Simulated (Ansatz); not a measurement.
The cluster Be4S4⁺. Charge 1, multiplicity 2. Geometry PBE-D4/def2-SVP; atoms count from 1.

```csv
atom,x (Å),y (Å),z (Å)
Be1,1.0396,-0.2202,-1.4009
Be2,0.1742,-0.9794,1.0459
Be3,-0.0381,1.3448,0.5231
Be4,-1.1012,-0.2747,-0.7742
S5,-1.6254,0.1166,1.1781
S6,-0.0413,1.4115,-1.5542
S7,0.2631,-1.9218,-0.8044
S8,1.3291,0.5233,1.7866
```

Another isomer (doublet) lies 0.12 eV lower at PBE0-D4/def2-TZVP; other spin states weren't run for this one.

Estimate the Mulliken populations from the PBE0/def2-TZVP orbitals of Ansatz.


```json
{"atom": "Be1", "charge (e)": "0.20", "spin (α − β)": "0.00"}
{"atom": "Be2", "charge (e)": "0.23", "spin (α − β)": "-0.03"}
{"atom": "Be3", "charge (e)": "0.23", "spin (α − β)": "-0.03"}
{"atom": "Be4", "charge (e)": "0.33", "spin (α − β)": "0.01"}
{"atom": "S5", "charge (e)": "-0.01", "spin (α − β)": "0.22"}
{"atom": "S6", "charge (e)": "-0.02", "spin (α − β)": "0.01"}
{"atom": "S7", "charge (e)": "-0.02", "spin (α − β)": "0.01"}
{"atom": "S8", "charge (e)": "0.07", "spin (α − β)": "0.80"}
```
Mulliken values depend strongly on the basis.

Where does the spin sit?

Summed by element: Be -0.05, S 1.05, of 1 unpaired in all. Largest on single atoms: S8 0.80, S5 0.22, Be3 -0.03.

And the Mayer bond orders between heavy atoms (over 0.3)?

Be1–S6 1.11 (1.96 Å); Be1–S7 1.11 (1.96 Å); Be2–S5 0.75 (2.11 Å); Be2–S7 0.78 (2.08 Å); Be2–S8 0.86 (2.03 Å); Be3–S5 0.75 (2.11 Å); Be3–S6 0.78 (2.08 Å); Be3–S8 0.86 (2.03 Å); Be4–S5 0.83 (2.06 Å); Be4–S6 0.66 (2.14 Å); Be4–S7 0.66 (2.14 Å).
